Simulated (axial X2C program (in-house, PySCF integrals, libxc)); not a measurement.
**Nuclear properties of SnB⁻**

Calculated with an in-house all-electron X2C program for linear molecules (integrals from PySCF): two-component X2C with atomic mean-field Coulomb and Gaunt terms, Gaussian nuclei, basis Sn dyall-acv3z, B dyall-av3z with contracted cores.

R = 2.125 Å (near the PBE0 minimum at charge -1 of the determinant lowest at the starting distance; the state shown can have its own minimum elsewhere).

Determinant lowest in the PBE0 search, Ω = 2 (⟨Sz⟩ = 0.99, ⟨Lz⟩ = 1.01 at PBE0), spin on the atoms Sn 0.32, B 0.67:

| level | Eeff magnitude (GV/cm) | Ws magnitude Sn (kHz) | A∥/gI Sn (MHz) | qzz Sn (a.u.) | A∥/gI B (MHz) | qzz B (a.u.) |
| --- | --- | --- | --- | --- | --- | --- |
| PBE0 | 1.38 | 0.313 | 126 | -2.15 | 34.9 | -0.16 |
| HF | 2.24 | 0.547 | 249 | -4.56 | 55.9 | -0.17 |
| LDA | 0.72 | 0.128 | 188 | -1.96 | 40.7 | -0.14 |
| PBE50 | 1.87 | 0.446 | 129 | -2.45 | 34 | -0.17 |
| PBE | 0.908 | 0.182 | 145 | -1.93 | 36.7 | -0.13 |

Eeff is the effective electric field on the electron electric dipole moment in this Ω state and Ws the scalar–pseudoscalar constant of the nucleus named (defined with the proton number Z and per Ω); A∥ (defined per Ω) follows by multiplying with gI = μI/(I μN); qzz is the electric field gradient, eQq0 = 234.96 MHz × Q/barn × qzz. The operators were transformed with the bare-nucleus X2C matrices; with these basis sets, hyperfine constants and field gradients can be off by tens of per cent, and where levels differ in sign neither size nor sign is settled.

Problem. With gI(119Sn) = -2.0946, gI(11B) = 1.7924, Q(11B) = 0.04059 barn (g factors from the IAEA table of nuclear moments by Stone; Q from Pyykkö, Mol. Phys. 2018), turn the PBE0 values of the first state into constants in MHz.

Solution. A∥(119Sn) = 126 × -2.0946 = -264 MHz; A∥(11B) = 34.9 × 1.7924 = 62.6 MHz; eQq0(11B) = 234.96 × (0.04059) × (-0.16) = -1.53 MHz.

Each state is one determinant with collinear spin, which with several unpaired electrons need not be a pure state. Unrestricted Hartree–Fock can overshoot spin polarisation at the nuclei. For an anion, determinants above electron detachment, or with a positive highest level, are held by the basis set. With several open shells hyperfine constants can be off by a factor of several. Where Eeff spreads by more than a factor of two the levels disagree and none is to be relied on. Open-shell Ω = 0 determinants with evenly filled partner blocks cannot be reached by this program, so the Ω shown need not be the lowest component. At HF a later determinant lies lower. States lie within half an eV, so the first need not be the ground state. Further determinants of the search, some of them spin-mixed, are not shown. Where a field gradient or hyperfine factor spreads by more than a factor of two over the levels, a constant derived from it is not to be relied on.
